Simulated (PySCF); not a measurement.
C4H3Br, SMILES C#C/C=C\Br. Geometry: PBE-D3(BJ)/def2-SVP.

Computed equilibrium geometry at PBE-D3(BJ)/def2-SVP (PySCF confirms it by a frequency run) as a Z-matrix, and its point group:
point group Cs.
```
C
C 1 1.3565
H 2 1.0993 1 122.05
H 1 1.1054 2 116.13 3 0.00
C 1 1.4166 4 117.27 2 -180.00
C 5 1.2267 4 151.29 1 180.00
H 6 1.0809 4 162.31 1 180.00
Br 2 1.8793 3 113.76 1 180.00
```
